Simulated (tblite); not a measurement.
Compound: C6H10N2.
Numbering: `[CH2:1]=[CH:2]/[C:3]([CH2:4][CH3:5])=[N:6]\[N:7]=[CH2:8]` (hydrogens: H9, H10 on C1; H11 on C2; H12, H13 on C4; H14, H15, H16 on C5; H17, H18 on C8)

Computed with GFN2-xTB (tblite), gas phase: L-BFGS steps from a force-field or distance-geometry start until the largest atomic force falls under 0.01 eV/Å.

Step 0: E = -644.3519 eV
```
atom  x, y, z in Å  |  force x, y, z in eV/Å
C1     -1.5845   -1.6968    0.0903   -2.389  -1.730   0.329
C2     -0.3766   -1.2911   -0.1426    2.320  -0.602  -0.661
C3      0.1446    0.0517   -0.1636   -0.204   0.700   0.047
C4      1.6103    0.2324   -0.4617   -0.396   0.608  -0.180
C5      2.4928   -0.4445    0.5513    2.128  -0.174   0.069
N6     -0.5222    1.1258    0.0139   -0.591   0.528   0.193
N7     -1.8780    1.1327    0.2847   -0.307   1.091  -0.419
C8     -2.5056    2.1933   -0.0933    0.604  -0.834   0.307
H9     -2.4506   -1.0944    0.2944    0.126   0.291  -0.041
H10    -1.7910   -2.7853    0.0801    0.083   0.732   0.096
H11     0.3654   -2.0925   -0.3218   -0.181   0.586  -0.009
H12     1.8763    1.3041   -0.4621   -0.365  -0.310  -0.101
H13     1.7983   -0.1458   -1.4795   -0.057  -0.086   0.302
H14     2.7168    0.1937    1.4343   -0.629  -0.535  -0.454
H15     2.1666   -1.4450    0.8531   -0.013   0.421   0.007
H16     3.4973   -0.5557    0.0531   -0.717  -0.151   0.528
H17    -1.9797    3.0116   -0.5983   -0.213  -0.199  -0.136
H18    -3.5889    2.3122    0.0559    0.802  -0.337   0.122
```

Problem. Estimate the geometry and energy of step 1. (The exact step hangs on the optimiser's Hessian estimate; all steps are aligned on step 0, rigid shifts and turns removed.)

Solution. E = -644.4770 eV, largest force 2.242 eV/Å
```
atom  x, y, z in Å  |  force x, y, z in eV/Å
C1     -1.6186   -1.7215    0.0950    1.969   0.443  -0.470
C2     -0.3435   -1.2997   -0.1521   -2.150  -0.584   0.253
C3      0.1417    0.0617   -0.1630   -0.203   0.182   0.053
C4      1.6046    0.2411   -0.4643    0.087   0.081   0.214
C5      2.5232   -0.4469    0.5523    0.357  -0.027  -0.170
N6     -0.5306    1.1333    0.0166   -0.249   0.390   0.152
N7     -1.8824    1.1483    0.2788    0.432  -0.559   0.200
C8     -2.4970    2.1814   -0.0889   -0.307   0.809  -0.316
H9     -2.4488   -1.0902    0.2938   -0.196   0.417   0.031
H10    -1.7899   -2.7748    0.0815   -0.211  -0.374   0.104
H11     0.3628   -2.0841   -0.3219    0.491  -0.129  -0.170
H12     1.8711    1.2996   -0.4635   -0.255   0.035  -0.104
H13     1.7975   -0.1470   -1.4751   -0.081  -0.065   0.238
H14     2.7078    0.1861    1.4278   -0.396  -0.285  -0.130
H15     2.1664   -1.4390    0.8532    0.088   0.405  -0.010
H16     3.4871   -0.5578    0.0607    0.158  -0.211   0.104
H17    -1.9828    3.0087   -0.6002   -0.205  -0.196  -0.137
H18    -3.5775    2.3074    0.0577    0.670  -0.333   0.158
```

The energy changes by -0.1250 eV. The first-order estimate −F·Δx gives -0.4006 eV and the mean of the old and new forces, exact on a quadratic surface, -0.1308 eV. The step makes an angle of 0° with the force vector and moves no atom by more than 0.042 Å.

The cost below is that of the whole relaxation. Time: 0.52 s. Hardware: an Arm Neoverse V1 with one thread, shared host with 64 logical CPUs at a one-minute load of 13.
